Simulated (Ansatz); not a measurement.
`C#C[SiH](F)CF` + H–F → `FC[SiH](F)F` + `C#C` at 500 K and 1 bar (ligand exchange at the Si–C bond).

Computed with Ansatz on PBE0-D4/def2-TZVP structures; ΔE is electronic, products minus reactants. CCSD(T)/CBS adds triple-zeta CCSD(T) − MP2 to the extrapolated MP2 energy (def2 sets, frozen cores). This one scheme is used for every species. One conformer a species, not always the lowest.

```
        species  CCSD(T)/CBS energy (Eh)  H − E (kJ/mol)  S (J/(mol·K))
`C#C[SiH](F)CF`               -605.22886           209.2          428.2
            H–F               -100.39570            39.4          188.7
  `FC[SiH](F)F`               -628.43886           156.9          383.3
          `C#C`                -77.22717            90.7          225.3
```

H − E and S are ideal-gas, rigid-rotor, harmonic terms from PBE0-D4/def2-TZVP, for one conformer and one mirror image of each species. 1 Eh = 2625.50 kJ/mol, R = 8.31446 J/(mol·K).

Problem. By hand: ΔE, ΔH, ΔS and ΔG.

Solution. ΔE = (-628.43886) + (-77.22717) − (-605.22886) − (-100.39570) = -0.04147 Eh = -108.9 kJ/mol. Δ(H − E) = 156.9 + 90.7 − 209.2 − 39.4 = -1.0, so ΔH = -109.9 kJ/mol. ΔS = 383.3 + 225.3 − 428.2 − 188.7 = -8.3 J/(mol·K). ΔG = -109.9 − 500 × (-8.3)/1000 = -105.8 kJ/mol.

Problem. By hand: the equilibrium constant, and the temperature at which ΔG would vanish if ΔH and ΔS stayed fixed.

Solution. log₁₀ K = −ΔG/(RT ln 10) = 11.1. ΔG = 0 at ΔH/ΔS = 13241 K, far beyond where these terms or the molecules hold.

The number of gas molecules stays the same, so ΔS is small and ΔH decides. A doubt of 5 kJ/mol in ΔE shifts log₁₀ K by 0.5 here. Other conformers and mirror images would add mixing entropy, several J/(mol·K) or more a flexible species. Modes under 60 cm⁻¹, often nearly free rotors, make the harmonic entropy too high. These are equilibria of isolated gas molecules and say nothing of rates. Largest T1 diagnostic: 0.013 (customary marks: 0.02 for closed shells, 0.045 for open ones).
